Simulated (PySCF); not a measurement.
## Where the electron goes

Species: Sn(OH)Me3, C3H10OSn.
Geometry (PBE0-D3(BJ)/def2-SVP, Å), atoms numbered from 1 in this order:
```
atom  x, y, z in Å
Sn1   -0.0203    0.0294    0.2642
O2    -0.0233    0.1239    2.2644
H3     0.4414   -0.6145    2.6716
C4     2.0234    0.0134   -0.4101
H5     2.0620    0.1401   -1.5021
H6     2.5150   -0.9347   -0.1486
H7     2.5730    0.8413    0.0605
C8    -1.0509    1.8213   -0.2871
H9    -1.2126    1.8541   -1.3742
H10   -0.4601    2.6982    0.0126
H11   -2.0249    1.8589    0.2204
C12   -1.0730   -1.7443   -0.3484
H13   -2.0695   -1.7660    0.1150
H14   -0.5214   -2.6481   -0.0520
H15   -1.1916   -1.7491   -1.4422
```

Level of theory: PySCF, TDDFT B3LYP/def2-SVPD, vertical, gas phase, core orbitals frozen in the response, def2 core potentials past Kr. Spin–orbit coupling is left out.

Frontier orbitals with the atoms that hold most of them (Löwdin shares over 4%, at most four atoms; ? is withheld):

| orbital | ε (eV) | atoms |
| --- | --- | --- |
| LUMO+2 | 0.82 | C8 16%, C4 14%, Sn1 12%, O2 9% |
| LUMO+1 | 0.32 | Sn1 25%, O2 17%, C8 10%, H3 7% |
| LUMO | ? | ? |
| HOMO | -7.32 | O2 41%, C12 17%, C4 16%, Sn1 11% |
| HOMO-1 | -7.74 | ? |
| HOMO-2 | -8.46 | O2 46%, Sn1 13%, C12 12%, C4 12% |
| HOMO-3 | -8.53 | O2 60%, Sn1 12%, C8 12%, H3 5% |

**Question.** Give the leading atoms of the LUMO.

**Answer.** Sn1 (bonded to 3 C and O) 36%; O2 (bonded to Sn and H) 11%; C4 (bonded to Sn and 3 H) 8%; C12 (bonded to Sn and 3 H) 8%. By element: tin 36%, carbon 17% or more, oxygen 11%.

**Question.** Which atoms hold the HOMO-1, and with what shares?

**Answer.** C8 (bonded to Sn and 3 H) 29%; Sn1 (bonded to 3 C and O) 18%; C4 (bonded to Sn and 3 H) 12%; O2 (bonded to Sn and H) 11%. By element: carbon 41% or more, tin 18%, oxygen 11%.

**Question.** What is the LUMO energy, and the HOMO–LUMO gap?

**Answer.** ε(LUMO) = -0.45 eV; the gap is 6.87 eV (0.2525 hartree).

**Question.** How does S1 compare with the orbital gap of 6.87 eV?

**Answer.** S1 is at 5.96 eV (f = 0.085), 0.91 eV below the gap, made of HOMO→LUMO (90%). Without the coupling terms of the response equations the lowest excitation would equal the gap.

**Question.** One configuration dominates each of S1, S2 and S3. Which, and how do the shares of the two leading atoms of either orbital change from the occupied to the empty one?

**Answer.** 
- S1 (5.96 eV, f 0.085), HOMO→LUMO (90%): O2 41% → 11%, C12 17% → 8%, Sn1 11% → 36%
- S2 (6.52 eV, f 0.085), HOMO-1→LUMO (98%): C8 29% → at most 9%, Sn1 18% → 36%, O2 11% → 11%
- S3 (6.65 eV, f 0.026), HOMO→LUMO+1 (83%): O2 41% → 17%, C12 17% → at most 8%, Sn1 11% → 25%

Orbitals of the list HOMO-3 to LUMO+2 that lie within 0.01 eV of each other are written together with a slash and their weights summed (≥ marks a lower bound); for degenerate orbitals outside that list single weights are arbitrary.
